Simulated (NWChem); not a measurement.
System: C4H5F; SMILES FC1=CCC1

Input file for NWChem:

```
start job
memory heap 200 mb stack 900 mb global 1100 mb
geometry units angstroms noautosym nocenter noautoz
  F     -0.013480    -1.834493     0.000000
  C      0.058409    -0.518010     0.000000
  C      1.072772     0.351887     0.000000
  C      0.110261     1.523086     0.000000
  C     -1.052089     0.480590     0.000000
  H      2.159779     0.269721     0.000000
  H      0.139436     2.163640    -0.896321
  H      0.139436     2.163640     0.896321
  H     -1.691668     0.489940    -0.897187
  H     -1.691668     0.489940     0.897187
end
basis spherical
  * library sto-3g
end
dft
  xc hfexch
  iterations 150
end
property
  shielding 8 1 2 3 4 5 6 7 9
end
task dft property
```

STO-3G and 3-21G are far too small for this property and stand as cheap habits. Structure relaxed at the PBE0/def2-SVP level.

GIAO values for the isolated, static molecule; σ is the absolute isotropic shielding, δ = σ(reference) − σ with the isolated reference molecule computed at the same levels (13C: tetramethylsilane, 19F: trichlorofluoromethane, 1H: tetramethylsilane).

Atoms are numbered as in the input.

Give the results of this calculation. (Hartree-Fock/STO-3G, GIAO.) Quantities: δ F1 (ppm); δ C3 (ppm); δ C4 (ppm); δ C5 (ppm); δ H6 (ppm); δ H7 (ppm); δ H9 (ppm).


```yaml
"δ F1 (ppm)": 8.4
"δ C3 (ppm)": 110.5
"δ C4 (ppm)": 33.0
"δ C5 (ppm)": 34.2
"δ H6 (ppm)": 5.04
"δ H7 (ppm)": 1.74
"δ H9 (ppm)": 1.97
```
